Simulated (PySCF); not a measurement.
Two species compared at the same levels of theory.

First species: C5H9FO2Si.
SMILES: `O=C/C=C(\CCF)[SiH2]O`

Second species: C₆H₁₅OPSi.
InChI=1S/C6H15OPSi/c1-7-6-2-4-8(9)5-3-6/h6H,2-5H2,1,9H3

Levels: PBE0/pcSseg-1 for HOMO energy, LUMO energy and HOMO–LUMO gap. Geometries: GFN2-xTB. All species are isolated and taken at one optimised geometry, non-relativistic unless stated. Electronic properties by PySCF.

Values for the first species:

- HOMO energy: -7.52 eV
- LUMO energy: -2.34 eV
- HOMO–LUMO gap: 5.18 eV

Q: Estimate the same properties for the second species, and the change in each.

A: 
```json
{"property": "HOMO energy", "first": "-7.52 eV", "second": "-6.49 eV", "second less first": "+1.03 eV"}
{"property": "LUMO energy", "first": "-2.34 eV", "second": "0.52 eV", "second less first": "+2.86 eV"}
{"property": "HOMO–LUMO gap", "first": "5.18 eV", "second": "7.01 eV", "second less first": "+1.83 eV"}
```

One conformer stands for the species.
